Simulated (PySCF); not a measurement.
Mapped SMILES: `[O:1]=[P@:2]12[CH2:3][CH2:4][C@H:5]([CH2:6][CH2:7]1)[CH2:8][CH2:9]2`; H(Xn) means a hydrogen on atom n.

Theoretical values (PySCF): GFN2-xTB structure, shielding tensors at PBE0/pcSseg-1 (GIAO). One computed conformer, non-relativistic, rapidly exchanging positions averaged, no solvent.

Shifts are taken against calculated references (same method and geometry level): TMS for ¹³C (186.93 ppm), ¹H (31.72 ppm); ¹⁷O (336.08 ppm) against H2O; ³¹P (318.38 ppm) vs H3PO4.

```csv
atoms,nucleus,count,δ (ppm)
H(C5),¹H,1,1.18
H(C3)/H(C7)/H(C9),¹H,6,1.78
P2,³¹P,1,-2.8
C4/C6/C8,¹³C,3,28.9
O1,¹⁷O,1,90.5
C5,¹³C,1,?
C3/C7/C9,¹³C,3,?
H(C4)/H(C6)/H(C8),¹H,6,1.91
```

**Question.** Complete the table.

**Answer.** 
- C5: 26.0 ppm, sp3 CH in a ring; saturated and bonded to C and H only
- C3/C7/C9: 25.4 ppm, sp3 CH2 bonded to P

Shifts are as computed. Against solution values, carbons near 30 ppm lie about +3 ppm off and those near 130 ppm about +5 ppm. Of 1211 compounds with measured shifts, 218 miss one by over three times the rms of a fit or turn the order of signals round; such compounds aren't used in these exercises. Experimental scales use liquid or dissolved standards, which lie at an offset from isolated H2O (liquid H2O: subtract about 36 ppm) and H3PO4.
